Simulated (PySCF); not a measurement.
3-ethoxypropionaldehyde, C5H10O2.
Numbering: `[CH3:1][CH2:2][O:3][CH2:4][CH2:5][CH:6]=[O:7]` (hydrogens: H8, H9, H10 on C1; H11, H12 on C2; H13, H14 on C4; H15, H16 on C5; H17 on C6)

Method: PBE0-D3(BJ)/def2-SVP geometry optimisation, gas phase (PySCF); density fitting, grid level 1; the optimiser is geomeTRIC in internal coordinates, started from a GFN2-xTB structure.

Step 0: E = -9424.1594 eV
```
atom  x, y, z in Å  |  force x, y, z in eV/Å
C1     -2.6054   -0.0290   -0.4076    0.708   0.435   0.281
C2     -1.3859    0.7341    0.0830    0.096  -0.678  -0.230
O3     -0.2549   -0.1022   -0.0267    0.043   0.239   0.089
C4      0.9346    0.5133    0.4035   -0.213  -0.661  -0.275
C5      2.0775   -0.4814    0.2363   -0.464   1.006   0.283
C6      3.4008    0.0730    0.6653   -0.174  -0.399  -0.163
O7      3.5947    1.1723    1.0999   -0.056   0.390   0.131
H8     -3.4898    0.5974   -0.3321   -0.415   0.215   0.009
H9     -2.4634   -0.3263   -1.4429    0.017  -0.131  -0.447
H10    -2.7463   -0.9241    0.1917   -0.108  -0.385   0.243
H11    -1.5210    1.0425    1.1323   -0.041   0.141   0.198
H12    -1.2347    1.6449   -0.5184    0.005   0.244  -0.067
H13     1.1363    1.4197   -0.1883    0.086   0.219  -0.034
H14     0.8525    0.8159    1.4590    0.048   0.140   0.188
H15     2.1501   -0.7905   -0.8094    0.060  -0.199  -0.341
H16     1.8704   -1.3846    0.8157   -0.016  -0.370   0.138
H17     4.2334   -0.6493    0.5451    0.423  -0.206  -0.005
```

Step 1: E = -9424.1980 eV
```
atom  x, y, z in Å  |  force x, y, z in eV/Å
C1     -2.5869   -0.0270   -0.4061   -0.073  -0.076  -0.026
C2     -1.3760    0.7310    0.0746   -0.019   0.131   0.053
O3     -0.2510   -0.0933   -0.0322   -0.010  -0.035  -0.006
C4      0.9259    0.5097    0.4078    0.024   0.147   0.032
C5      2.0587   -0.4734    0.2442    0.079  -0.139  -0.051
C6      3.3949    0.0638    0.6566    0.005   0.091   0.026
O7      3.5737    1.1707    1.0941    0.013  -0.045  -0.011
H8     -3.4968    0.5871   -0.3229    0.045  -0.005  -0.001
H9     -2.4628   -0.3265   -1.4584   -0.003   0.010   0.031
H10    -2.7273   -0.9406    0.1927   -0.004   0.031  -0.024
H11    -1.5148    1.0588    1.1285    0.012  -0.028  -0.056
H12    -1.2337    1.6592   -0.5219    0.005  -0.056   0.027
H13     1.1439    1.4351   -0.1673   -0.007  -0.059   0.031
H14     0.8478    0.8246    1.4702   -0.001  -0.026  -0.052
H15     2.1314   -0.8110   -0.8077   -0.013   0.014   0.060
H16     1.8657   -1.3969    0.8234   -0.008   0.046  -0.037
H17     4.2561   -0.6455    0.5309   -0.045   0.000   0.001
```

**Question.** Estimate the geometry and energy of step 2. (The exact step hangs on the optimiser's Hessian estimate; all steps are aligned on step 1, rigid shifts and turns removed.)

**Answer.** E = -9424.1981 eV, largest force 0.149 eV/Å
```
atom  x, y, z in Å  |  force x, y, z in eV/Å
C1     -2.5900   -0.0296   -0.4063    0.000  -0.016  -0.003
C2     -1.3783    0.7297    0.0762   -0.011   0.033   0.008
O3     -0.2509   -0.0925   -0.0324    0.006  -0.021  -0.005
C4      0.9270    0.5132    0.4049   -0.006   0.024   0.009
C5      2.0610   -0.4712    0.2428   -0.016   0.067   0.014
C6      3.3953    0.0676    0.6589    0.139  -0.051   0.019
O7      3.5935    1.1700    1.0983   -0.120  -0.017  -0.032
H8     -3.4965    0.5875   -0.3226    0.003   0.007  -0.001
H9     -2.4660   -0.3272   -1.4581    0.003   0.003   0.001
H10    -2.7335   -0.9427    0.1904    0.000   0.005   0.002
H11    -1.5164    1.0549    1.1291   -0.002  -0.012  -0.002
H12    -1.2357    1.6565   -0.5187   -0.006  -0.006  -0.001
H13     1.1448    1.4362   -0.1703   -0.006  -0.008  -0.007
H14     0.8488    0.8275    1.4656    0.001  -0.005   0.000
H15     2.1343   -0.8099   -0.8068    0.007   0.011   0.005
H16     1.8646   -1.3925    0.8212    0.004   0.009   0.002
H17     4.2470   -0.6515    0.5344    0.004  -0.023  -0.009
```

The energy changes by -0.0001 eV. The first-order estimate −F·Δx gives -0.0025 eV and the mean of the old and new forces, exact on a quadratic surface, -0.0001 eV. The step makes an angle of 76° with the force vector and moves no atom by more than 0.020 Å.

What follows is the cost of the whole optimisation. Cost: about 1.9 min of CPU time on one thread; the machine was shared, so the figure is rough.
